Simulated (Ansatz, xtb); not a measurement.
Ranking isomers of BClFH2InN

3 gas-phase structures of BClFH2InN, found in a search over its isomers (lower ones may exist). Each was relaxed with GFN2-xTB:

A. `[F][In][NH]BCl`, a doublet
B. a doublet given by its coordinates
C. a doublet given by its coordinates

B (Å):

```yaml
atoms:
  - { symbol: B, position_ang: [-1.8643, 0.7972, -2.5123] }
  - { symbol: Cl, position_ang: [-1.4462, 1.8402, 0.8719] }
  - { symbol: F, position_ang: [-2.2925, 0.4247, -3.7174] }
  - { symbol: In, position_ang: [-3.4666, 1.5297, -0.4701] }
  - { symbol: N, position_ang: [-0.5336, 0.8324, -2.1998] }
  - { symbol: H, position_ang: [0.2134, 0.5880, -2.8369] }
  - { symbol: H, position_ang: [-0.2158, 1.1125, -1.2833] }
```

Close contacts (Å): B1–F3 1.33, B1–In4 2.70, B1–N5 1.37, Cl2–In4 2.45, N5–H6 1.01, N5–H7 1.01.

C (Å):

```csv
atom,x (Å),y (Å),z (Å)
B,-1.5956,2.4397,-0.2772
Cl,1.2833,0.1627,2.1492
F,-0.3060,2.5420,-0.7408
In,-0.0051,0.0037,0.1187
N,-1.9439,1.2087,0.1794
H,-2.8583,0.9653,0.5234
H,-2.2553,3.4086,-0.3127
```

Close contacts (Å): B1–F3 1.37, B1–In4 2.94, B1–N5 1.36, Cl2–In4 2.41, In4–N5 2.28, B1–H7 1.17, N5–H6 1.01.

Q: Make a reasoned guess at their ranking by r2SCAN-D4/def2-SVP single-point energy.

A: Calculated order at r2SCAN-D4/def2-SVP: B (0.000), C (0.037), A (1.488) eV. Less than 1 kcal/mol parts B and C, so the order within that pair means little. CCSD(T)/def2-SVP + ΔMP2/def2-TZVPP after further relaxation puts C lowest instead.

Energies above the lowest of each column, in eV; the last columns are at PBE0-D3(BJ)/def2-SVP geometries and were run for some of them only (a dash: not run or not comparable):

```tsv
structure	GFN2-xTB	HF/STO-3G	r2SCAN-D4/def2-SVP	PBE0-D3(BJ)/def2-SVP	CCSD(T)/def2-SVP + ΔMP2/def2-TZVPP
B	0.984	1.523	0.000	0.000	0.103
C	0.000	0.000	0.037	0.057	0.000
A	0.853	3.138	1.488	–	–
```

CCSD(T)/def2-SVP + ΔMP2/def2-TZVPP puts C lowest of those it was run on; r2SCAN-D4/def2-SVP picks B, PBE0-D3(BJ)/def2-SVP picks B. CCSD(T)/def2-SVP + ΔMP2/def2-TZVPP orders those it was run on as C (0.000), B (0.103) eV. Some further structures that were screened fall inside this span and aren't listed. Flexible structures stand in one conformer each, not always the lowest. Frequencies (PBE0-D3(BJ)/def2-SVP) were run for B, C alone. The ΔMP2 step shifts differences by up to 0.130 eV, which makes them less sure. Open shells are spin-unrestricted. Atoms past krypton carry core potentials in the def2 sets, without spin–orbit terms. ΔMP2 is the change of the MP2 energy from the smaller to the larger basis.

Programs: Ansatz 0.2.0, xtb 6.7.1.
